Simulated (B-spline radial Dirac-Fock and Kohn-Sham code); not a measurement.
## Binding energies of I³⁺ at several levels of theory

System: I³⁺, configuration [Kr] 4d10 5s2 5p2.

The density-functional columns are spherical, spin-unpolarised Dirac-Kohn-Sham results without Breit or QED terms: −ε is minus the orbital energy of the initial state and ΔSCF the difference of two total energies. The reference in the last column comes from Dirac-Fock ΔSCF + Breit + QED. All numbers are from a radial atomic solver, in eV; a selection of levels is shown. The Kohn-Sham columns are given as differences from the reference. For the 1s level of heavy atoms much of the gap between ΔSCF and the reference is the Breit and QED part, -116.1 eV here; for other levels the error of the functional can be larger.

| level | PBE −ε − DF | PBE ΔSCF − DF | LDA −ε − DF | LDA ΔSCF − DF | Dirac-Fock |
| --- | --- | --- | --- | --- | --- |
| 1s | -220.8 | +143.1 | -257.4 | +105.4 | 33212.0 |
| 2s | -115.2 | -49.1 | -119.7 | -53.4 | 5238.4 |
| 2p1/2 | -87.5 | -5.2 | -89.2 | -6.8 | 4896.5 |
| 2p3/2 | -91.4 | -14.6 | -92.7 | -15.7 | 4601.6 |
| 3s | -58.9 | -35.4 | -60.2 | -36.7 | 1118.9 |
| 3p1/2 | -47.4 | -23.2 | -47.9 | -23.5 | 977.5 |
| 3p3/2 | -46.9 | -23.6 | -47.3 | -23.8 | 920.8 |
| 3d3/2 | -29.5 | -3.5 | -29.2 | -3.2 | 674.4 |
| 3d5/2 | -29.9 | -4.2 | -29.5 | -3.8 | 662.9 |
| 4s | -26.1 | -14.7 | -26.5 | -15.0 | 238.8 |
| 4p1/2 | -20.2 | -9.0 | -20.3 | -9.1 | 187.5 |
| 4p3/2 | -20.1 | -9.3 | -20.3 | -9.4 | 176.5 |
| 4d3/2 | -9.2 | +0.8 | -9.1 | +0.9 | 92.60 |
| 4d5/2 | -9.3 | +0.7 | -9.2 | +0.8 | 90.90 |
| 5s | -4.3 | +1.5 | -3.9 | +2.0 | 50.76 |
| 5p | -4.4 | +0.7 | -4.1 | +1.1 | 38.73 |

Values without a named source are computed, but for edge energies of neutral atoms, which are taken from tables.
